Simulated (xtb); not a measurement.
xtb input:

```bash
xtb mol.xyz --gfn 2 --ohess tight --chrg 1 --uhf 0
```
mol.xyz:
```
9

C     -3.04805798     0.36341152    -0.45014486
O     -1.86483424    -0.41552785     0.12606530
B     -0.45441749    -0.17261792     0.08140968
I      0.71878382    -1.56609528     0.95384364
I      0.14799857     1.58946212    -0.89736216
H     -2.90740062     0.38035684    -1.52854103
H     -3.89922106    -0.27726004    -0.15840977
H     -3.05364364     1.32973221     0.04491049
H     -2.06722063    -1.29863187     0.59589163
```

Task: What final total energy does it print?

Result: -16.70056 Eh (GFN2-xTB).

It need not be the lowest isomer of its formula.
